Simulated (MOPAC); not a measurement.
Input file for MOPAC: PM7 on H3NOSn (SMILES [NH2][Sn][OH]), a point of a torsion scan.

```
PM7 1SCF PRECISE CHARGE=0 THREADS=1
H3NOSn

N     -1.19622569 1    -0.04245896 1     0.18274805 1
Sn     0.43647172 1    -1.14364955 1     0.79375627 1
O      1.83234262 1    -0.22549350 1    -0.37128190 1
H     -2.15277960 1    -0.15240874 1     0.49021390 1
H     -1.18324171 1     0.71779421 1    -0.48430892 1
H      1.67270931 1     0.17362358 1    -1.22251022 1
```

It printed:

```
*******************************************************************************
 **                                                                           **
 **                              MOPAC v23.2.5                                **
 **                                                                           **
 *******************************************************************************
 ** MOPAC's Digital Object Identifier: https://doi.org/10.5281/zenodo.6511958 **
 **                                                                           **
 ** Please cite the open-source release paper for use of this MOPAC version:  **
 ** J. E. Moussa and J. J. P. Stewart (2026)                                  **
 ** MOPAC: An open-source semiempirical molecular orbital program             **
 ** J. Open Source Softw., 11(119), 8025, https://doi.org/10.21105/joss.08025 **
 *******************************************************************************

                              PM7 CALCULATION RESULTS

 *******************************************************************************
 *  PM7        - The PM7 Hamiltonian to be used
 *
 *
 *
 *                 CHARGE ON SYSTEM = 0
 *
 *
 *
 *  PRECISE    - TIGHTER CRITERIA TO BE USED
 *  1SCF       - DO 1 SCF AND THEN STOP
 *  THREADS=1  - MULTI-THREADING NOT USED
 *  T=         - A TIME OF 172800.0 SECONDS REQUESTED
 *  DUMP=N     - RESTART FILE WRITTEN EVERY 7200.0 SECONDS REQUESTED
 *******************************************************************************
PM7 1SCF PRECISE CHARGE=0 THREADS=1
 H3NOSn

   ATOM   CHEMICAL          X               Y               Z
  NUMBER   SYMBOL      (ANGSTROMS)     (ANGSTROMS)     (ANGSTROMS)

     1       N         -1.19622569  *  -0.04245896  *   0.18274805  *
     2      Sn          0.43647172  *  -1.14364955  *   0.79375627  *
     3       O          1.83234262  *  -0.22549350  *  -0.37128190  *
     4       H         -2.15277960  *  -0.15240874  *   0.49021390  *
     5       H         -1.18324171  *   0.71779421  *  -0.48430892  *
     6       H          1.67270931  *   0.17362358  *  -1.22251022  *



          CARTESIAN COORDINATES

    NO.       ATOM           X           Y           Z

     1         N         -1.1962     -0.0425      0.1827
     2        Sn          0.4365     -1.1436      0.7938
     3         O          1.8323     -0.2255     -0.3713
     4         H         -2.1528     -0.1524      0.4902
     5         H         -1.1832      0.7178     -0.4843
     6         H          1.6727      0.1736     -1.2225

 General Reference for PM7:
 "Optimization of Parameters for Semiempirical Methods VI: More Modifications to the
 NDDO Approximations and Re-optimization of Parameters", J. J. P. Stewart, J. Mol. Mod., 1:32, 19 (2013)
 https://link.springer.com/article/10.1007/s00894-012-1667-x

           Empirical Formula: H3 N O Sn  =     6 atoms



      MOLECULAR POINT GROUP   :   C1


      RHF CALCULATION, NO. OF DOUBLY OCCUPIED LEVELS = 9


 -------------------------------------------------------------------------------
 PM7 1SCF PRECISE CHARGE=0 THREADS=1
 H3NOSn



     1SCF WAS SPECIFIED, SO BFGS WAS NOT USED
     SCF FIELD WAS ACHIEVED


                              PM7 CALCULATION
                                                       MOPAC v23.2.5 Linux




          FINAL HEAT OF FORMATION =        -23.26642 KCAL/MOL =     -97.34671 KJ/MOL


          COSMO AREA              =        106.93 SQUARE ANGSTROMS
          COSMO VOLUME            =         95.26 CUBIC ANGSTROMS

          IONIZATION POTENTIAL    =          9.511859 EV
          HOMO LUMO ENERGIES (EV) =         -9.512  1.053
          NO. OF FILLED LEVELS    =          9
          MOLECULAR WEIGHT        =        151.7198         POINT GROUP:  C1

          MOLECULAR DIMENSIONS (Angstroms)

            Atom       Atom       Distance
            H     6    H     4     4.20406
            H     5   Sn     2     2.65852
            H     4    O     3     0.34849


          SCF CALCULATIONS        =          1





   ATOM   CHEMICAL          X               Y               Z
  NUMBER   SYMBOL      (ANGSTROMS)     (ANGSTROMS)     (ANGSTROMS)

     1       N         -1.19622569  *  -0.04245896  *   0.18274805  *
     2      Sn          0.43647172  *  -1.14364955  *   0.79375627  *
     3       O          1.83234262  *  -0.22549350  *  -0.37128190  *
     4       H         -2.15277960  *  -0.15240874  *   0.49021390  *
     5       H         -1.18324171  *   0.71779421  *  -0.48430892  *
     6       H          1.67270931  *   0.17362358  *  -1.22251022  *

                             CARTESIAN COORDINATES

   1    N       -1.196225690    -0.042458960     0.182748050
   2   Sn        0.436471720    -1.143649550     0.793756270
   3    O        1.832342620    -0.225493500    -0.371281900
   4    H       -2.152779600    -0.152408740     0.490213900
   5    H       -1.183241710     0.717794210    -0.484308920
   6    H        1.672709310     0.173623580    -1.222510220


           Empirical Formula: H3 N O Sn  =     6 atoms



      MOLECULAR POINT GROUP   :   C1


                  EIGENVALUES
 -34.22747 -26.47598 -16.22543 -15.67678 -14.49081 -11.96379 -11.57725  -9.98137
  -9.51186   1.05344   2.04176   2.23053   6.26447   6.70851   7.19070


              NET ATOMIC CHARGES AND DIPOLE CONTRIBUTIONS

  ATOM NO.   TYPE          CHARGE      No. of ELECS.   s-Pop       p-Pop
    1          N          -0.982509        5.9825     1.59755     4.38496
    2         Sn           0.972261        3.0277     1.60081     1.42693
    3          O          -0.910793        6.9108     1.79000     5.12080
    4          H           0.283964        0.7160     0.71604
    5          H           0.272425        0.7276     0.72758
    6          H           0.364654        0.6353     0.63535
 DIPOLE           X         Y         Z       TOTAL
 POINT-CHG.    -1.887    -3.118     2.362     4.344
 HYBRID        -0.622     4.411    -3.827     5.873
 SUM           -2.509     1.293    -1.464     3.180


          ATOMIC ORBITAL ELECTRON POPULATIONS

     Atom    s        px        py        pz
    1  N   1.59755   1.28189   1.51592   1.58715
    2 Sn   1.60081   0.36270   0.57481   0.48943
    3  O   1.79000   1.76554   1.83696   1.51830
    4  H   0.71604
    5  H   0.72758
    6  H   0.63535

 **********************
 *                    *
 * JOB ENDED NORMALLY *
 *                    *
 **********************




 == MOPAC DONE ==
```

The run finished.

Cost: around 0.06 core-seconds (rough).
